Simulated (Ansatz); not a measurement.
A run on C₂H₅In with other settings.

```yaml
crystal:
  periodic: [false, false, false]
  atoms:
    - {symbol: C, position_ang: [-0.752265, 0.295886, -0.658552]}
    - {symbol: C, position_ang: [0.435302, 0.696687, -0.187520]}
    - {symbol: In, position_ang: [-0.282190, -1.943454, 1.018755]}
    - {symbol: H, position_ang: [-1.683333, 0.593231, -0.187910]}
    - {symbol: H, position_ang: [-0.839699, -0.271589, -1.578952]}
    - {symbol: H, position_ang: [0.521888, 1.307539, 0.703179]}
    - {symbol: H, position_ang: [1.363964, 0.444252, -0.685356]}
    - {symbol: H, position_ang: [1.328432, -1.179551, 1.520656]}
basis:
  gaussian: {orbitals: STO-3G}
hamiltonian: {xc: {name: PBE}, dispersion: d3bj}
accuracy: high
```

```sh
$ ansatz run in.yaml --threads 2 --pin off --events-out ev --progress --plain --max-ram 4352MiB
```

Output, abridged:

```
Functional definition: PBE
800 factors; integrals over basis functions are off by at most 4.3e-9 eV
mean field evaluation 1: about -156798.9509 eV, gradient 1.0e1 eV
mean field evaluation 2: about -156798.8973 eV, gradient 1.1e1 eV
mean field evaluation 4: about -156799.5525 eV, gradient 9.4e-1 eV
mean field evaluation 8: about -156799.4543 eV, gradient 1.3e-2 eV
mean field evaluation 16: about -156799.4543 eV, gradient 5.3e-7 eV
mean field -156799.45426506 eV, -5762.2736617536 hartree, gradient 1.5e-8 eV, S^2 0.000000; 0 other end points of the search recorded, 0 dependent functions left out
reference -156799.45426746 eV, -5762.2736618417 hartree; 33, 33 occupied and 9, 9 virtual orbitals, 800 factors
Total energy: -156799.61807311 eV, -5762.2796815884 hartree
```

It took 2 s on 2 threads of an Arm Neoverse V1 on a shared host, with 0.12 GiB of host memory at the peak.
